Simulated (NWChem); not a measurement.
NbCl4 cation; SMILES [Cl][Nb+]([Cl])([Cl])[Cl]

```xyz
5

Nb     0.0000     0.0000     0.0000
Cl     1.0887    -1.4315     1.2717
Cl    -1.0887     1.4315     1.2717
Cl     1.4315     1.0887    -1.2717
Cl    -1.4315    -1.0887    -1.2717
```
Atoms are numbered in this order, from 1.

Level: PBE0/def2-SVP with def2 effective core potentials on Nb (NWChem), optimised geometry, unscaled harmonic frequencies. This spin state was assumed; another may lie lower. def2 effective core potentials on Nb; no spin-orbit coupling.

**Question.** List the harmonic frequencies with IR intensities, and the thermochemistry.

**Answer.** 
```csv
frequency (cm⁻¹),IR intensity (km/mol)
122,0.0
122,0.0
125,0.8
125,0.8
125,0.8
437,0.0
501,84.7
501,84.7
501,84.7
```

```yaml
zero_point_energy: 3.7 kcal/mol
thermal correction to the enthalpy at 298.15 K (with zero-point energy): 8.8 kcal/mol
heat capacity Cv: 20.7 cal/(mol K)
entropy at 298.15 K and 1 atm (symmetry number 12): 85.1 cal/(mol K)
```

Rigid rotor and harmonic oscillator.
